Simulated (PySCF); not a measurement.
C3H10Si2.
SMILES: `C/C([SiH3])=C\[SiH3]`

Jobs on this species (15 atoms, 56 electrons) with PySCF (density fitting). Hardware of each: one thread, Arm Neoverse V2 (aarch64), shared host. Times come from a shared host and carry two figures at best. Peak memory is the resident size of the whole Python process, interpreter and libraries included.

```json
{"level and settings": "PBE0-D3(BJ)/def2-SVP, grid level 1", "work": "geometry optimisation from a GFN2-xTB start shaken at random", "basis functions": "128", "SCF cycles": "?", "wall time": "?", "peak memory": "?"}
{"level and settings": "delta-SCF UKS SCAN, pcX-2 on the ionised atom, pcseg-1 elsewhere, spin-free X2C", "work": "ΔSCF core ionisation, 7 holes", "basis functions": "170", "SCF cycles": "?", "wall time": "?", "peak memory": "?"}
{"level and settings": "delta-SCF UKS HF, pcX-2 on the ionised atom, pcseg-1 elsewhere, spin-free X2C", "work": "ΔSCF core ionisation, 7 holes", "basis functions": "170", "SCF cycles": "115", "wall time": "38 s", "peak memory": "0.57 GiB"}
{"level and settings": "delta-SCF UKS SCAN, pcX-2 on the ionised atom, pcseg-1 elsewhere, non-relativistic", "work": "ΔSCF core ionisation, 7 holes", "basis functions": "170", "SCF cycles": "106", "wall time": "46 s", "peak memory": "0.65 GiB"}
{"level and settings": "delta-SCF UKS PBE0, pcX-2 on the ionised atom, pcseg-1 elsewhere, spin-free X2C", "work": "ΔSCF core ionisation, 7 holes", "basis functions": "170", "SCF cycles": "94", "wall time": "53 s", "peak memory": "0.67 GiB"}
{"level and settings": "delta-SCF UKS SCAN, pcX-1 on the ionised atom, pcseg-1 elsewhere, spin-free X2C", "work": "ΔSCF core ionisation, 7 holes", "basis functions": "150", "SCF cycles": "103", "wall time": "38 s", "peak memory": "0.57 GiB"}
{"level and settings": "delta-SCF UKS PBE, pcX-2 on the ionised atom, pcseg-1 elsewhere, spin-free X2C", "work": "ΔSCF core ionisation, 7 holes", "basis functions": "170", "SCF cycles": "103", "wall time": "28 s", "peak memory": "0.65 GiB"}
{"level and settings": "delta-SCF UKS SCAN, def2-TZVP on the ionised atom, pcseg-1 elsewhere, spin-free X2C", "work": "ΔSCF core ionisation, 7 holes", "basis functions": "147", "SCF cycles": "106", "wall time": "45 s", "peak memory": "0.57 GiB"}
{"level and settings": "delta-SCF UKS B3LYP, pcX-2 on the ionised atom, pcseg-1 elsewhere, spin-free X2C", "work": "ΔSCF core ionisation, 7 holes", "basis functions": "170", "SCF cycles": "95", "wall time": "56 s", "peak memory": "0.73 GiB"}
```

Problem. Fill in the missing figures.

Solution. 
- PBE0-D3(BJ)/def2-SVP, grid level 1; geometry optimisation from a GFN2-xTB start shaken at random: 58 s, 0.50 GiB, 64 SCF cycles
- delta-SCF UKS SCAN, pcX-2 on the ionised atom, pcseg-1 elsewhere, spin-free X2C; ΔSCF core ionisation, 7 holes: 48 s, 0.68 GiB, 107 SCF cycles

Problem. What do all jobs in the table cost together?

Solution. About 6.8 min; the longest takes about 14 % of that, and about 2.1 times as long as the shortest.
